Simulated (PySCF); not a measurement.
## Two-component Hartree-Fock for Au+ (gold, charge +1)

Start: [Xe] 4f14 5d9 6p1; 5d3/2 filled at m_j = -3/2, -1/2, +1/2, +3/2; 5d5/2 filled at m_j = -3/2, -1/2, +1/2, +3/2, +5/2; 6p3/2 filled at m_j = +3/2. Calculated with PySCF 2.14 in x2c-TZVPall-2c with one added diffuse shell each of s, p, d type (12s12p11d2f, 117 functions): generalised Hartree-Fock with the X2C-1e Hamiltonian and a Gaussian nucleus; spin-orbit coupling (SO) screened by Boettger's factors. This is a chosen level, not necessarily the ground level.

```csv
spinor shell,electrons,"ε, screened SO (eV)",weight of nominal j (screened SO),"rms radius, screened SO (bohr)"
1s1/2,2,-81159.7,1.000,0.0190
2s1/2,2,-14479.4,1.000,0.0768
2p1/2,2,-13861.9,1.000,0.0651
2p3/2,4,-12020.7,1.000,0.0731
3s1/2,2,-3495.9,1.000,0.196
3p1/2,2,-3219.2,1.000,0.188
3p3/2,4,-2806.9,1.000,0.204
3d3/2,4,-2352.8,1.000,0.179
3d5/2,6,-2264.6,1.000,0.183
4s1/2,2,-806.18,1.000,0.433
4p1/2,2,-687.10,1.000,0.438
4p3/2,4,-586.85,1.000,0.471
4d3/2,4,-391.73,1.000,0.485
4d5/2,6,-372.35,1.000,0.497
5s1/2,2,-141.41,1.000,0.998
4f5/2,6,-119.41,0.999,0.544
4f7/2,8,-115.54,0.999,0.545
5p1/2,2,-101.17,0.999,1.08
5p3/2,4,-83.084,0.999,1.18
5d3/2,4,-27.155,0.970,1.58
5d5/2,5,-25.036,0.973,1.66
6p3/2,1,-10.456,1.000,3.93
```

```json
{"quantity": "E (hartree)", "screened SO": "-19026.26042"}
{"quantity": "M_J", "screened SO": "4"}
{"quantity": "⟨J²⟩", "screened SO": "20.274"}
{"quantity": "⟨L²⟩", "screened SO": "12.326"}
{"quantity": "⟨S²⟩", "screened SO": "2.226"}
```

Each row is a mean over spinors that exchange with the open shell spreads, by up to 4.758 eV (5p3/2).

⟨J²⟩ departs a little from M_J(M_J + 1) because the unrestricted spinors polarise the closed shells.

Breit and QED terms are absent; they matter most for the inner s and p1/2 levels.

Densities and radii are taken from the X2C orbitals without a picture-change correction, which distorts them close to the nucleus.
